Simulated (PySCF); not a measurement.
The vertical singlet excitations below were computed for one of the candidates. Method used: TDDFT CAM-B3LYP/def2-SVPD, vertical, gas phase, core orbitals frozen in the response (PySCF 2.14.0, density-fitted response routines). Geometries: GFN2-xTB, one conformer each.

| state | E (eV) | λ (nm) | f |
| --- | --- | --- | --- |
| S1 | 6.70 | 185.0 | 0.277 |
| S2 | 7.65 | 162.2 | 0.0013 |
| S3 | 7.81 | 158.7 | 0.010 |
| S4 | 8.01 | 154.9 | 0.0002 |
| S5 | 8.23 | 150.7 | 0.0084 |
| S6 | 8.37 | 148.2 | 0.0008 |
| S7 | 8.70 | 142.5 | 0.0042 |
| S8 | 8.95 | 138.5 | 0.042 |

Orbital energies (eV): HOMO-3 -12.14, HOMO-2 -12.08, HOMO-1 -11.92, HOMO -9.48, LUMO 0.06, LUMO+1 1.29, LUMO+2 1.65.

Question: Which candidate is it? All have the formula C4H4F4.
A. `F/C=C(/F)CC(F)F`
B. `FC(F)=CCC(F)F`
C. `FC/C=C(/F)C(F)F`
D. `F[C@@H]1C[C@H](F)C1(F)F`

Answer: C. Its S1, at 6.70 eV, is the lowest among the candidates; the nearest of the others has S1 at 7.07 eV. S1 is HOMO→LUMO (98%). Löwdin shares by element: HOMO carbon 68% or more, fluorine 15% or more (atoms not listed hold the other 17%); LUMO carbon 71% (atoms not listed hold the other 29%). At the same level the other candidates give, for their lowest levels:
- `F[C@@H]1C[C@H](F)C1(F)F`: 7.91 eV (f 0.002); 8.49 eV (f 0.000); 8.90 eV (f 0.005); 9.23 eV (f 0.014); 9.48 eV (f 0.020); T1 7.45 eV; HOMO -10.82, LUMO 0.82 eV
- `FC(F)=CCC(F)F`: 7.17 eV (f 0.024); 7.74 eV (f 0.401); 8.18 eV (f 0.002); 8.33 eV (f 0.013); 8.58 eV (f 0.046); T1 4.63 eV; HOMO -9.34, LUMO 1.01 eV
- `F/C=C(/F)CC(F)F`: 7.07 eV (f 0.007); 7.27 eV (f 0.242); 7.49 eV (f 0.171); 8.28 eV (f 0.007); 8.54 eV (f 0.005); T1 4.29 eV; HOMO -9.14, LUMO 0.94 eV

Shape of the structure used: `[F:1][CH2:2]/[CH:3]=[C:4](/[F:5])[CH:6]([F:7])[F:8]`: F1–C2–C3–C4 179°, C3–C4–C6–F7 58°.
Triplets come from the Tamm–Dancoff approximation.

Without π bonds the low states are Rydberg-like; a valence basis with one diffuse set may place them up to an eV too high.
